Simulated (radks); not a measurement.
Values are calculated unless marked as measured or tabulated.
Task: Ionisation of Mg+, [Ne] 3s1, to Mg2+, [Ne], under several functionals. Scalar-relativistic Kohn-Sham, spin-polarised, spherical densities, finite nucleus; open shells are filled with parallel spins first; a radial shooting solver on a logarithmic mesh with Libxc functionals. Known Delta-SCF values: LDA (Slater exchange, Perdew-Wang correlation) 15.374 eV. What does exchange-only PBE give, and what is its highest occupied eigenvalue?

Result: 15.138 eV by Delta-SCF; the 3s eigenvalue is -11.582 eV. NIST: 15.035 eV (measured).
